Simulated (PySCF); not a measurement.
Krypton: a sound run and one with changed settings

Sound run: Kr²⁺ [Ar] 3d10 4s2 4p4, Kr³⁺ [Ar] 3d10 4s2 4p3. Computed with PySCF 2.14 in def2-SVP (5s4p3d, 32 functions), with the non-relativistic Hamiltonian (point nucleus). In the sound run the correlated levels freeze [Ar] 3d10. The sound run starts from symmetry-adapted Hartree-Fock orbitals and uses a fine grid where one is needed.

Changed run: basis STO-3G. This setting is unsound on purpose.

```csv
species,method,sound run (hartree),changed run (hartree),converged
Kr²⁺,UHF,-2750.32554,-2721.45462,yes
Kr²⁺,MN15,-2752.33482,-2720.08794,yes
Kr²⁺,PBE0,-2751.70274,-2722.49373,yes
Kr²⁺,MP2,-2750.40495,-2721.45462,yes
Kr³⁺,UHF,-2749.06675,-2720.16316,yes
Kr³⁺,MN15,-2751.03466,-2718.75369,yes
Kr³⁺,PBE0,-2750.39889,-2721.14861,yes
Kr³⁺,MP2,-2749.13082,-2720.16316,yes
```

Ionisation energy of Kr²⁺:

| method | sound run (eV) | changed run (eV) |
| --- | --- | --- |
| UHF | 34.253 | 35.142 |
| MN15 | 35.379 | 36.307 |
| PBE0 | 35.479 | 36.603 |
| MP2 | 34.671 | 35.142 |
| SCS-MP2 | 34.688 | 35.142 |

A minimal basis cannot let orbitals breathe on ionisation and holds almost no correlation.

For comparison, NIST gives 35.838 ± 0.02 eV between the lowest levels.
